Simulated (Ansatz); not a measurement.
```yaml
crystal:
  periodic: [false, false, false]
  atoms:
    - {symbol: C, position_ang: [-0.547278, 1.051877, -0.727256]}
    - {symbol: C, position_ang: [-0.430953, 0.357416, 0.405617]}
    - {symbol: Ga, position_ang: [0.744898, -1.195277, 0.498988]}
    - {symbol: H, position_ang: [0.002903, 0.778760, -1.624968]}
    - {symbol: H, position_ang: [-1.193124, 1.923430, -0.818210]}
    - {symbol: H, position_ang: [-1.012234, 0.689191, 1.264354]}
    - {symbol: H, position_ang: [1.528502, -1.568262, -0.811694]}
    - {symbol: H, position_ang: [0.907287, -2.037115, 1.813149]}
basis:
  gaussian: {orbitals: "6-31G*", final_grid: {core_spheres: 8, valence_spheres: 7, degree: 23}}
magnetization: {spin_polarized: true, initial_magnetization: 1}
hamiltonian: {xc: {name: LC-wPBE}, pseudopotentials: {relativity: none}}
output: {forces: true}
```

```sh
$ ansatz run in.yaml --threads 4 --pin off --events-out ev --progress --plain --max-ram 10444MiB
```

Output, abridged:

```
Error: a molecule whose nuclei and cores have a total charge of 48 cannot have a net charge of 0 together with 1 unpaired electrons
```

Question: What is wrong with this run?

Answer: The number of unpaired electrons doesn't fit the electron count. The program refused the input.
